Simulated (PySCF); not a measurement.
## input.py for BrF3

File input.py (PySCF 2.14):

```python
from pyscf import gto, dft

mol = gto.M(
    atom='Br 0 0 -0.2775; F 0 0 1.4447; F 1.804 0 -0.1452; F -1.804 0 -0.1452',
    basis='jorge-dzp',
    charge=0,
    spin=0,
    verbose=4,
)
mf = dft.RKS(mol, xc='pw6b95')
mf.kernel()
mf.dip_moment()
print('orbital energies (hartree):', mf.mo_energy[..., max(0, mol.nelec[1]-3):mol.nelec[0]+3].round(4))
```

```bash
$ OMP_NUM_THREADS=1 python input.py
```

It prints (some set-up lines and the per-cycle HOMO/LUMO lines with their warnings removed):

```
PySCF version 2.14.0

[INPUT] Symbol           X                Y                Z      unit          X                Y                Z       unit  Magmom
[INPUT]  1 Br     0.000000000000   0.000000000000  -0.277500000000 AA    0.000000000000   0.000000000000  -0.524398999567 Bohr   0.0
[INPUT]  2 F      0.000000000000   0.000000000000   1.444700000000 AA    0.000000000000   0.000000000000   2.730087332159 Bohr   0.0
[INPUT]  3 F      1.804000000000   0.000000000000  -0.145200000000 AA    3.409065928715   0.000000000000  -0.274388233287 Bohr   0.0
[INPUT]  4 F     -1.804000000000   0.000000000000  -0.145200000000 AA   -3.409065928715   0.000000000000  -0.274388233287 Bohr   0.0

nuclear repulsion = 328.626776100958
number of shells = 38
number of NR pGTOs = 170
number of NR cGTOs = 88
basis = jorge-dzp
ecp = {}

******** <class 'pyscf.dft.rks.RKS'> ********
method = RKS
initial guess = minao
damping factor = 0
level_shift factor = 0
DIIS = <class 'pyscf.scf.diis.CDIIS'>
SCF conv_tol = 1e-09
SCF max_cycles = 50
XC functionals = pw6b95

grids dens level: 3
Initial guess from minao.
tot grids = 63216
init E= -2870.73162633611
cycle= 1 E= -2874.57844453305  delta_E= -3.85  |g|= 2.07  |ddm|= 2.72
cycle= 2 E= -2874.11209443827  delta_E= 0.466  |g|= 2.22  |ddm|= 2.74
cycle= 3 E= -2874.81198512814  delta_E= -0.7  |g|= 0.601  |ddm|= 2.13
cycle= 4 E= -2874.868566407  delta_E= -0.0566  |g|= 0.196  |ddm|= 0.508
cycle= 5 E= -2874.87420205925  delta_E= -0.00564  |g|= 0.0604  |ddm|= 0.177
cycle= 6 E= -2874.87483632373  delta_E= -0.000634  |g|= 0.0138  |ddm|= 0.0498
cycle= 7 E= -2874.8748578385  delta_E= -2.15e-05  |g|= 0.00184  |ddm|= 0.00955
cycle= 8 E= -2874.87485843284  delta_E= -5.94e-07  |g|= 0.000267  |ddm|= 0.00183
cycle= 9 E= -2874.87485845033  delta_E= -1.75e-08  |g|= 6.6e-05  |ddm|= 0.000406
cycle= 10 E= -2874.87485845142  delta_E= -1.08e-09  |g|= 4.01e-06  |ddm|= 8.56e-05
cycle= 11 E= -2874.87485845144  delta_E= -1.91e-11  |g|= 1.27e-06  |ddm|= 1.27e-05
Extra cycle  E= -2874.87485845144  delta_E= -7.28e-12  |g|= 1.74e-06  |ddm|= 3.13e-06
converged SCF energy = -2874.87485845144
Dipole moment(X, Y, Z, Debye): -0.00000, -0.00000, -1.90963
orbital energies (hartree): [-0.4339 -0.4066 -0.3644 -0.1528 -0.0642  0.455 ]
```

In short: E(SCF) = -2874.874858 Eh, 11 cycles, μ(SCF) = 1.91 D.

Hardware: Arm Neoverse N1, 1 thread, shared host. Wall time 16 s, peak memory 0.43 GiB.
